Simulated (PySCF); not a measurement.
**Orbital energies and ionisation energy**

C₇H₈S.
Z-matrix (Å and degrees, PBE0-D3(BJ)/def2-SVP geometry), rows numbered from 1:
```
C 
C   1  1.3676
S   2  1.7205  1  111.46
C   3  1.7345  2   92.32  1     0.05
C   4  1.4744  3  121.97  2   179.85
C   5  1.5085  4  121.51  3   -37.30
C   6  1.4936  5   60.29  4   110.58
C   4  1.3735  3  110.37  2    -0.06
H   1  1.0911  2  123.30  3   179.96
H   2  1.0890  1  128.54  3  -179.99
H   5  1.0940  4  112.31  3   178.35
H   6  1.0932  5  117.82  7   108.95
H   6  1.0940  5  116.88  7  -108.79
H   7  1.0941  5  116.93  6   108.81
H   7  1.0932  5  117.80  6  -108.99
H   8  1.0913  1  124.21  2   180.00
```

Level: CAM-B3LYP/def2-SVPD (PySCF). Frontier orbitals with their largest atomic shares (Löwdin; up to four atoms above 4 %):

```
orbital  ε (eV)                          main atoms
 HOMO−3  -10.50  C5 29 %, C6 15 %, C7 14 %, C2 10 %
 HOMO−2  -10.18  C7 32 %, C6 31 %, C5 14 %, H11 4 %
 HOMO−1   -8.38   S3 43 %, C8 18 %, C1 18 %, C2 8 %
   HOMO   -7.53                                   ?
   LUMO    0.69  S3 21 %, C2 20 %, C4 20 %, C1 13 %
 LUMO+1    1.33    S3 50 %, C8 6 %, H10 6 %, C1 5 %
 LUMO+2    1.56    S3 34 %, C7 9 %, C6 9 %, H15 8 %
```

Task: What vertical ionisation energy does ΔSCF give, and how far is −ε(HOMO) from it?

Result: ΔSCF: 8.16 eV (787 kJ/mol; threshold wavelength 152 nm); ⟨S²⟩ of the doublet left behind is 0.767, against 0.75 for a pure doublet. −ε(HOMO) is 7.53 eV, 0.63 eV below it. In exact Kohn–Sham theory the two would be equal; CAM-B3LYP (range-separated hybrid) falls short of its own ΔSCF value by 8 %.

Task: On which atoms does the HOMO lie?

Result: C2 (aromatic CH next to a ring sulfur) 24 %, C4 (substituted aromatic carbon) 21 %, C8 (aromatic CH carbon) 14 %, C1 (aromatic CH carbon) 12 %, so no atom holds as much as 40 %. The HOMO−1 lies 0.85 eV lower.

Task: How many of the 10 lowest singlet excitations (vertical TDDFT, same level) lie below the ionisation energy?

Result: All 10; they run from 5.36 to 7.15 eV.

Task: What total energies stand behind the ΔSCF value?

Result: E(N) = -669.25239 Eh and E(N − 1) = -668.95255 Eh at the same geometry, 0.29984 Eh apart.

Task: Shift the occupied levels rigidly so that −ε(HOMO) equals the ΔSCF value. What binding energies result?

Result: The shift is +0.63 eV: HOMO 8.16, HOMO−1 9.01, HOMO−2 10.81, HOMO−3 11.13 eV. A rigid shift is only a rough guide to the deeper ionisations.

Geometry: PBE0-D3(BJ)/def2-SVP, one conformer, isolated molecule.
